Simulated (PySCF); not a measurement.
## Correlation energy of Ne (neon, neutral)

Starting occupation: [Ne]. Calculation: PySCF 2.14, in x2c-TZVPPall-2c with one added diffuse shell each of s, p, d type (6s4p3d1f, 40 functions); X2C-1e with screened-nucleus spin-orbit coupling, Gaussian nucleus. Frozen: nothing; 10 electrons correlated.

MP2 pair energies summed by pair of shells (mhartree):

```json
{"pair": "2p1/2-2p3/2", "energy": "-88.75", "share (%)": "31.2"}
{"pair": "2p3/2-2p3/2", "energy": "-82.48", "share (%)": "29.0"}
{"pair": "2p3/2-2s1/2", "energy": "-43.20", "share (%)": "15.2"}
{"pair": "2p1/2-2s1/2", "energy": "-21.60", "share (%)": "7.6"}
{"pair": "2p1/2-2p1/2", "energy": "-19.05", "share (%)": "6.7"}
{"pair": "1s1/2-1s1/2", "energy": "-12.01", "share (%)": "4.2"}
{"pair": "2s1/2-2s1/2", "energy": "-9.57", "share (%)": "3.4"}
{"pair": "1s1/2-2p3/2", "energy": "-3.68", "share (%)": "1.3"}
{"pair": "1s1/2-2s1/2", "energy": "-1.99", "share (%)": "0.7"}
{"pair": "1s1/2-2p1/2", "energy": "-1.85", "share (%)": "0.6"}
```

Total MP2 correlation energy: -284.18 mhartree.

```tsv
level	correlation energy (mhartree)
CCSD	-286.89
(T)	-4.60
CCSD(T)	-291.49
```

Diagnostics: T1 = 0.0069, largest double amplitude 0.022.

Q: Is a single reference adequate?

A: Yes: T1 lies below 0.03 and no double amplitude reaches 0.07.

This basis was not built for core-valence correlation, so the inner-shell part is incomplete.
